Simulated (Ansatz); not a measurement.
A run for Ansatz (a first-principles code): U-PBE0/def2-TZVPP on AlC, 2S+1 = 4, a spin state set in the input, which need not be the lowest.

Ansatz 0.2 input:
```yaml
crystal:
  periodic: [false, false, false]
  atoms:
    - {symbol: C, position_ang: [0.00000000, 0.00000000, 0.00000000]}
    - {symbol: Al, position_ang: [0.00000000, 0.00000000, 1.87100000]}
basis:
  gaussian:
    orbitals: def2-TZVPP
hamiltonian:
  xc: {name: PBE0}
magnetization: {spin_polarized: true, initial_magnetization: 3}
relax: {f_tol: 0.002, max_steps: 120}
```

Question: Predict the final total energy.

Answer: -280.1847 hartree.

Question: How many basis functions does it have, and what does it roughly cost on one machine?

Answer: 73 functions; very roughly 8 core-seconds.
